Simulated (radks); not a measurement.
Problem. These are the eigenvalues of the occupied orbitals of an atom or ion with whole-number occupations (hartree). Method: scalar-relativistic Kohn-Sham, PBEsol, spin-polarised, spherical densities, finite nucleus; Fermi nuclear charge, rms radius of each element as measured or else 0.836 A^(1/3) + 0.57 fm; computed with a radial shooting solver on a logarithmic mesh with Libxc functionals.

1s up: -1542.149
1s down: -1542.144
2s up: -253.3832
2s down: -253.3810
2p up: -227.4248
2p down: -227.4213
3s up: -59.64587
3s down: -59.64241
3p up: -51.42224
3p down: -51.41834
3d up: -39.86179
3d down: -39.85809
4s up: -16.69609
4s down: -16.68849
4p up: -13.96794
4p down: -13.95956
4d up: -10.04944
4d down: -10.03822
5s up: -6.47662
5s down: -6.41450
5p up: -5.59930

Which element is it, and in what charge state? The configuration may be excited. Open shells, if any, are filled with parallel spins first.

Solution. Z = 59, praseodymium, charge +10: Pr10+ in [Kr] 4d10 5s2 5p1. The list shows which subshells hold electrons but not how many an open one holds; the 1s level, -1542.1 hartree, gives Z - s = 55.5 by -(Z - s)^2/2, which with screening and relativity narrows Z to a few neighbours, and the depths of the outer levels then fix element, charge and occupations together.
